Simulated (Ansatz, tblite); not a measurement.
Breaking a bond: Al2(mu-OH)2(OMe)4, C4H14Al2O6, singlet. The Al1–O22 bond (Al1 also carries Al, O, O, O; O22 carries C) is stretched with both fragments frozen at the PBE0/def2-SVP optimised geometry.

- GFN2-xTB, 300 K electronic temperature (tblite)
- UKS-PBE0 = Ansatz (a quantum-chemistry and plane-wave program) with unrestricted PBE0/def2-SVP

Energies relative to the lowest point of each curve near equilibrium, in kcal/mol; the last columns give the difference from UKS-PBE0:

```json
[
 {"R / Å": "1.41", "GFN2-xTB": "35.4", "UKS-PBE0": "47.2", "GFN2-xTB − UKS-PBE0": "-11.8"},
 {"R / Å": "1.48", "GFN2-xTB": "15.2", "UKS-PBE0": "23.6", "GFN2-xTB − UKS-PBE0": "-8.4"},
 {"R / Å": "1.59", "GFN2-xTB": "1.7", "UKS-PBE0": "4.7", "GFN2-xTB − UKS-PBE0": "-3.1"},
 {"R / Å": "1.64", "GFN2-xTB": "0.0", "UKS-PBE0": "1.3", "GFN2-xTB − UKS-PBE0": "-1.3"},
 {"R / Å": "1.70", "GFN2-xTB": "0.3", "UKS-PBE0": "0.0", "GFN2-xTB − UKS-PBE0": "0.3"},
 {"R / Å": "1.75", "GFN2-xTB": "1.8", "UKS-PBE0": "0.8", "GFN2-xTB − UKS-PBE0": "1.0"},
 {"R / Å": "1.84", "GFN2-xTB": "6.6", "UKS-PBE0": "5.3", "GFN2-xTB − UKS-PBE0": "1.2"},
 {"R / Å": "1.90", "GFN2-xTB": "10.6", "UKS-PBE0": "9.9", "GFN2-xTB − UKS-PBE0": "0.8"},
 {"R / Å": "2.07", "GFN2-xTB": "24.1", "UKS-PBE0": "26.1", "GFN2-xTB − UKS-PBE0": "-2.1"},
 {"R / Å": "2.22", "GFN2-xTB": "36.7", "UKS-PBE0": "42.0", "GFN2-xTB − UKS-PBE0": "-5.3"},
 {"R / Å": "2.48", "GFN2-xTB": "57.9", "UKS-PBE0": "68.0", "GFN2-xTB − UKS-PBE0": "-10.1"},
 {"R / Å": "2.82", "GFN2-xTB": "81.1", "UKS-PBE0": "94.6", "GFN2-xTB − UKS-PBE0": "-13.5"},
 {"R / Å": "3.13", "GFN2-xTB": "97.0", "UKS-PBE0": "107.0", "GFN2-xTB − UKS-PBE0": "-10.1"},
 {"R / Å": "3.55", "GFN2-xTB": "111.3", "UKS-PBE0": "114.3", "GFN2-xTB − UKS-PBE0": "-3.0"},
 {"R / Å": "4.13", "GFN2-xTB": "121.5", "UKS-PBE0": "117.8", "GFN2-xTB − UKS-PBE0": "3.7"},
 {"R / Å": "4.97", "GFN2-xTB": "126.7", "UKS-PBE0": "118.6", "GFN2-xTB − UKS-PBE0": "8.0"}
]
```

GFN2-xTB is furthest from UKS-PBE0 at 2.82 (-13.5 kcal/mol, below); its mean absolute difference over the points is 5.2 kcal/mol.

The unrestricted determinant behind UKS-PBE0 is spin-contaminated at 2.82 to 4.97 Å (<S²> up to 1.0, against 0.00 for a pure singlet).
